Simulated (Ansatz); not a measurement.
Ideal-gas functions of CH3ClF2SeZr (`C[Se][Zr]([F])([F])[Cl]`) at 400 K and 1 bar, from an Ansatz frequency run at PBE0-D4/def2-TZVP.

Molar mass 258.67 g/mol, point group C1 (symmetry number 1), electronic degeneracy 1, moments of inertia 332.43, 631.885, 713.964 u Å². Harmonic wavenumbers (cm⁻¹, unscaled): 52, 70, 83, 101, 113, 130, 141, 163, 297, 406, 588, 668, 685, 905, 927, 1329, 1438, 1474, 3047, 3145, 3197.

Use S(trans) = R[1.5 ln M + 2.5 ln T − 1.1517]; rotational temperatures θ = 24.2544 K / I; S(rot) = R[ln(√π/σ · √(T³/θAθBθC)) + 1.5]; for each mode x = 1.438777 ν̃/T, S = R[x/(eˣ − 1) − ln(1 − e⁻ˣ)] and H = RT x/(eˣ − 1); 1 cm⁻¹ = 0.0119627 kJ/mol; R = 8.31446 J/(mol·K).

Question: By hand: the entropy, in J/(mol·K).

Answer: Translation 184.3. Rotation: θ = 0.073, 0.0384, 0.034 K, giving 130.4. Vibration, mode by mode: 22.27, 19.80, 18.40, 16.78, 15.86, 14.71, 14.05, 12.87, 8.15, 5.87, 3.48, 2.78, 2.65, 1.41, 1.33, 0.41, 0.29, 0.26, 0.00, 0.00, 0.00, in all 161.4. Electronic 0.0. Sum 476.1 J/(mol·K).

Question: By hand: H − E and G − E in kJ/mol, counted from the electronic energy.

Answer: Zero-point energy ½ × 18959 × 0.0119627 = 113.4; thermal vibration 28.9; translation, rotation and pV give 4 RT = 13.3. H − E = 155.6 kJ/mol, and G − E = 155.6 − 400 × 476.1/1000 = -34.8 kJ/mol.

Vibration gives 34 % of the entropy, 121.9 J/(mol·K) of it from the modes under 150 cm⁻¹: soft modes count most, and the harmonic formula is weakest for them. The sum counts one conformer and one mirror image; others add a mixing term.
